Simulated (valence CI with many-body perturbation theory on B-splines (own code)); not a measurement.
**Ni²²⁺ in brief**

Calculated by relativistic CI+MBPT: four valence electrons over a frozen Dirac-Fock core [He], radial functions for each j: 11 s, 11 p, 10 d, 8 f, 5 g, 2 h, with the one-electron correlation potential Σ1, the two-electron term Σ2, the three-electron term Σ3, Breit, model QED; selected CI, second order for the rest, scaled by the run's own slope (own B-spline code, finite nucleus).

No measured spectrum was set against this ion. As an estimate, levels of excited configurations hold to 0.05 to 0.15 % of their energy, terms of the ground configuration to about 0.5 %. Among the levels kept, up to 1100 cm⁻¹ of a level comes from second order outside the variational space, and about a tenth of that is noise between levels of different J, which matters for small intervals.

Names give the largest LS component (configuration and term), which can be under half, so a name can repeat, a term be missing and a line seem to break the LS rules; names also repeat where a configuration has a term twice.

Rates and lifetimes use the calculated energies. Strong lines usually hold to 10 to 20 %, long lifetimes can be off by a factor of two.

(1) What is the ground level?

(2) How is the term 3P of the ground level split?

(3) Where does the other parity begin?

(4) How well does LS coupling describe the low levels?

(5) Name the longest-lived excited levels whose lifetime is computed, and their main decay.

## Answers

(1) 2s2.2p2 3P_0, composition 87 % 2s2.2p2 3P + 12 % 2s2.2p2 1S.

(2) J = 0 at 0.00, J = 1 at 109.70, J = 2 at 161.92 × 10³ cm⁻¹.

(3) At 2s.2p3 5S°_2, 586.06 × 10³ cm⁻¹.

(4) Among the lowest 20 levels the leading LS term, summed over configurations, holds 84 % on average. For single configurations the figures are 83 % in LS and 80 % in jj coupling. Terms mix most in the J = 2 level at 1105.0 × 10³ cm⁻¹, where the leading one holds 64 %.

(5) 2s2.2p2 3P_2 at 161.92 × 10³ cm⁻¹ lives 751 μs, mostly by M1 to 2s2.2p2 3P_1; 2s2.2p2 3P_1 at 109.70 × 10³ cm⁻¹ lives 47.9 μs, mostly by M1 to 2s2.2p2 3P_0; 2s2.2p2 1D_2 at 324.70 × 10³ cm⁻¹ lives 12.6 μs, mostly by M1 to 2s2.2p2 3P_1.
